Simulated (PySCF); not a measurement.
Species: C5H3F3O2S.
SMILES with atom numbers: `[O:1]=[S:2]1(=[O:3])[CH:4]=[C:5]([F:6])[C:7]([CH:8]([F:9])[F:10])=[CH:11]1`

Cartesian coordinates in Å at the GFN2-xTB level; atoms count from 1:
```xyz
14
C5H3F3O2S angstrom
O     -2.713   -0.502    1.169
S     -1.919   -0.620   -0.013
O     -2.409   -1.421   -1.089
C     -1.426    1.015   -0.595
C     -0.117    1.113   -0.428
F      0.623    2.186   -0.716
C      0.573   -0.057    0.132
C      2.072   -0.024    0.305
F      2.472   -0.956    1.194
F      2.682   -0.321   -0.866
C     -0.224   -1.081    0.410
H     -2.107    1.743   -0.984
H      2.443    0.958    0.639
H      0.049   -2.033    0.821
```

Probes without a nucleus sit at each ring's centroid and 1 Å off its mean plane on both sides; NICS is minus the shielding there, NICSzz its component along the normal. Level: GIAO PBE0/pcSseg-1 (PySCF, non-relativistic, gas phase) on the GFN2-xTB geometry, one conformer.

Ring bond lengths (Å), with Mayer bond orders in brackets: S2–C4 1.804 (0.86), C4–C5 1.324 (1.76), C5–C7 1.469 (0.99), C7–C11 1.327 (1.73), C11–S2 1.807 (0.85).

Task: What do the NICS probes read (ppm)?

Result: 
```csv
ring,type,NICS(0),"NICS(1), two faces","NICS(1)zz, two faces",rms pucker (Å),"centre to ring atoms, mean (Å)"
S2–C4–C5–C7–C11,"5-membered ring with S; formal bonds 2 double, 3 single",-2.9,-2.3 / -2.4,1.9 / 1.4,0.00,1.31
```

Task: What do they say, and how far can they be read as aromaticity?

Result: 
- S2–C4–C5–C7–C11: mean NICS(1)zz 1.7 ppm, near zero. S2 has four or more neighbours, so the value isn't read as a sign of a π ring current.

Task: At the first NICS(1) probe listed for ring S2–C4–C5–C7–C11, 1 Å off the ring, what do the in-plane components average?

Result: The isotropic value is a third of the trace: (3 × -2.3 − (1.9))/2 = -4.4 ppm.

Task: Give the inner angles of the rings and the Hirshfeld charges of the ring atoms.

Result: 
- S2–C4–C5–C7–C11: S2 92.9° (+0.521 e), C4 107.3° (-0.088 e), C5 116.9° (+0.096 e), C7 114.4° (-0.024 e), C11 108.5° (-0.044 e); sum 540.0° against 540° for a flat convex ring.

Task: How shielded are the nuclei of the rings and their hydrogens (means over atoms taken as equivalent)?

Result: 
```csv
atoms,environment,σ isotropic (ppm)
S2,sulfonyl sulfur,189.6
C4,alkene CH carbon,65.9
C5,vinylic C–F carbon,17.0
C7,fully substituted alkene carbon,46.6
C11,alkene CH carbon,41.2
H12,vinylic hydrogen,25.32
H14,vinylic hydrogen,24.67
```
